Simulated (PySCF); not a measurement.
## Circular dichroism: `C[Si@@H]1O[SiH2][C@@H]1[SiH3]`, C$_{2}$H$_{10}$OSi$_{3}$

Cartesian coordinates in Å; atom numbers follow the order of the lines, from 1:
```xyz
16

C    -2.0896   -0.7748   -0.2619
Si   -1.0908    0.4173    0.8022
O    -0.7869    1.8510    0.0029
Si    0.8719    1.8973    0.0875
C     0.8144    0.1675    0.9184
Si    1.6050   -1.2993    0.0320
H    -3.0755   -0.3720   -0.4691
H    -2.2183   -1.7209    0.2515
H    -1.6023   -0.9703   -1.2115
H    -1.7448    0.7558    2.0664
H     1.3942    1.9838   -1.2671
H     1.2603    3.0013    0.9545
H     1.1761    0.1798    1.9459
H     3.0673   -1.2253    0.1510
H     1.2587   -1.3270   -1.3928
H     1.1527   -2.5551    0.6462
```

Level of theory: TDDFT wB97X-D/def2-SVPD circular dichroism and optical rotation, one conformer, gas phase (PySCF 2.14.0). Geometry: GFN2-xTB.

(1) Assign R or S to each stereocentre.

(2) List the lowest 12 singlet excitations with oscillator and rotatory strengths.

Answers

(1) Si2 S, C5 S.

(2) Rotatory strengths R in 10⁻⁴⁰ esu² cm², velocity form and length form (origin at the centre of mass); f in length form.
| state | E (eV) | λ (nm) | f | R (velocity) | R (length) | main |
| --- | --- | --- | --- | --- | --- | --- |
| 1 | 6.70 | 185 | 0.065 | +18.8 | +18.1 | HOMO→LUMO 0.91 |
| 2 | 6.72 | 185 | 0.004 | +6.1 | +7.4 | HOMO−1→LUMO 0.91 |
| 3 | 6.96 | 178 | 0.0002 | -7.3 | -7.9 | HOMO−2→LUMO 0.89 |
| 4 | 7.71 | 161 | 0.001 | -9.3 | -9.5 | HOMO→LUMO+1 0.65, HOMO→LUMO+2 0.24 |
| 5 | 7.83 | 158 | 0.020 | +13.8 | +13.1 | HOMO−1→LUMO+1 0.55, HOMO−1→LUMO+2 0.29 |
| 6 | 8.09 | 153 | 0.006 | +17.1 | +15.7 | HOMO→LUMO+2 0.21, HOMO−2→LUMO+1 0.20 |
| 7 | 8.11 | 153 | 0.025 | -19.7 | -18.3 | HOMO→LUMO+2 0.37, HOMO−2→LUMO+1 0.19 |
| 8 | 8.17 | 152 | 0.013 | +14.8 | +14.4 | HOMO−4→LUMO 0.28, HOMO−2→LUMO+1 0.11 |
| 9 | 8.25 | 150 | 0.042 | +30.8 | +30.3 | HOMO−1→LUMO+2 0.42, HOMO−1→LUMO+1 0.23 |
| 10 | 8.31 | 149 | 0.021 | -17.5 | -16.9 | HOMO−3→LUMO 0.51, HOMO−4→LUMO 0.14 |
| 11 | 8.44 | 147 | 0.067 | -15.1 | -15.1 | HOMO→LUMO+5 0.32, HOMO→LUMO+3 0.20 |
| 12 | 8.52 | 145 | 0.071 | -5.5 | -5.4 | HOMO→LUMO+3 0.48, HOMO→LUMO+5 0.11 |

Among the states computed, the strongest CD band (largest |R|) is state 9. The largest dissymmetry factor in size, g = 4R/(D+G), with D and G the electric and magnetic dipole strengths, is -0.34 for state 3 (velocity form, f = 0.0002), among bands with |R| over 0.5. The mirror image has the same energies and oscillator strengths and all R with the opposite sign.
